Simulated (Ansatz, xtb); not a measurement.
Process, species as SMILES: [c-]1cccnc1 → [c-]1ccncc1
Structures are relaxed separately at B3LYP-D3(BJ)/def2-TZVP in Ansatz (a first-principles code). Unstable Hartree-Fock reference: [c-]1cccnc1, [c-]1ccncc1.

Wanted: isomerisation energy (electronic energy difference), in kcal/mol. Correlated levels leave the core frozen unless marked. No spin-orbit coupling. Non-relativistic. Anions need diffuse functions: aug- sets have them; def2-D sets add few; the other sets have none. 

```csv
level,program,isomerisation energy (kcal/mol)
GFN2-xTB,xtb,-1.0
HF/aug-cc-pVDZ,Ansatz,-3.6
RI-HF/aug-cc-pVTZ,Ansatz,-3.6
PBE-D4/def2-TZVPD,Ansatz + dftd4,-1.9
revPBE-D4/def2-TZVPD,Ansatz + dftd4,-1.9
r2SCAN-D4/def2-TZVPD,Ansatz + dftd4,-2.1
BHLYP-D3(BJ)/def2-TZVPD,Ansatz + dftd3,-2.6
r2SCAN0/def2-TZVPD,Ansatz,-2.3
HSE06-D4/def2-TZVPD,Ansatz + dftd4,-2.2
LC-wPBE/def2-TZVPD,Ansatz,-2.5
RPA@PBE/cc-pVTZ,Ansatz,-1.8
MP2/6-31G,Ansatz,-0.7
SCS-MP2/6-31G,Ansatz,-1.1
CCSD(T)/cc-pVDZ,Ansatz,-2.2
```
